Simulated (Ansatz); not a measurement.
Start from `BrC1O[SiH2]1` and change one atom or group to get `[SiH3][Si@H]1O[C@@H]1Br`.

Ansatz, PBE0-D4/def2-TZVP geometries, multiplicity 1. 

Scalar relativity is left out up to krypton.

```json
{"property": "size of the dipole moment (B3LYP/def2-TZVPP) / D", "`BrC1O[SiH2]1`": "2.81"}
{"property": "HOMO energy (ωB97M-V/def2-TZVPP) / eV", "`BrC1O[SiH2]1`": "-9.57"}
{"property": "HOMO–LUMO gap (B3LYP/def2-TZVPP) / eV", "`BrC1O[SiH2]1`": "5.81"}
{"property": "ideal-gas entropy at 298 K and 1 bar (rigid rotor, harmonic PBE0-D4/def2-TZVP) / J/(mol·K)", "`BrC1O[SiH2]1`": "308"}
{"property": "HOMO energy (B3LYP/def2-TZVPP) / eV", "`BrC1O[SiH2]1`": "-7.17"}
{"property": "HOMO–LUMO gap (PBE/def2-TZVPP) / eV", "`BrC1O[SiH2]1`": "4.22"}
```

Problem. Give the same properties after the change, and the shifts. (An estimate is asked.)

Solution. Computed: 
```
                                                                                  property  `[SiH3][Si@H]1O[C@@H]1Br`  shift
                                          size of the dipole moment (B3LYP/def2-TZVPP) / D                       3.26   0.45
                                                     HOMO energy (ωB97M-V/def2-TZVPP) / eV                      -9.36   0.21
                                                     HOMO–LUMO gap (B3LYP/def2-TZVPP) / eV                       5.33  -0.48
ideal-gas entropy at 298 K and 1 bar (rigid rotor, harmonic PBE0-D4/def2-TZVP) / J/(mol·K)                        373     65
                                                       HOMO energy (B3LYP/def2-TZVPP) / eV                      -7.01   0.16
                                                       HOMO–LUMO gap (PBE/def2-TZVPP) / eV                       3.77  -0.45
```

With PBE0 the HOMO rises by 0.16 eV and the LUMO falls by 0.37 eV, so the gap narrows by about 0.53 eV. PBE moves the HOMO by 0.13 eV and ωB97M-V by 0.21 eV. The zero-point energy changes by 44.3 kJ/mol with +9 modes. Dipoles are sizes alone; their direction can turn.

B3LYP here is the variant with VWN-RPA as its local correlation; programs differ in this.

Spin–orbit coupling is left out; it splits and shifts lone-pair levels of the heavy atoms by tenths of an eV.
